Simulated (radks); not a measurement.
Question: The arsenic ion As18+, 15 electrons, occupied as [Ne] 3s2 3p3. Method: scalar-relativistic Kohn-Sham, LDA (Slater exchange, VWN5 correlation), spin-polarised, spherical densities, finite nucleus; open shells are filled with parallel spins first; Fermi nuclear charge, rms radius 4.0968 fm; computed with a radial shooting solver on a logarithmic mesh with Libxc functionals. Some entries of the table are withheld. Estimate them.

| orbital | occ. | eigenvalue (hartree) | <1/r> (bohr^-1) |
|---|---|---|---|
| 1s up | 1 | -455.8648 | 33.42 |
| 1s down | 1 | -455.7302 | 33.42 |
| 2s up | 1 | -79.89286 | 7.425 |
| 2s down | 1 | -79.76428 | 7.430 |
| 2p up | 3 | -73.40825 | 7.275 |
| 2p down | 3 | -73.25369 | 7.275 |
| 3s up | 1 | -27.97501 | 2.839 |
| 3s down | 1 | -27.54213 | 2.827 |
| 3p up | 3 | (1) | 2.750 |
| 3p down | 0 | (2) | 2.741 |
| 3d up | 0 | -22.92686 | 2.589 |
| 3d down | 0 | -22.53607 | 2.594 |
| 4s up | 0 | (3) | 1.459 |
| 4s down | 0 | (4) | 1.445 |

Answer: 
(1) 3p up eigenvalue (hartree): -25.91868
(2) 3p down eigenvalue (hartree): -25.48525
(3) 4s up eigenvalue (hartree): -13.80995
(4) 4s down eigenvalue (hartree): -13.66633
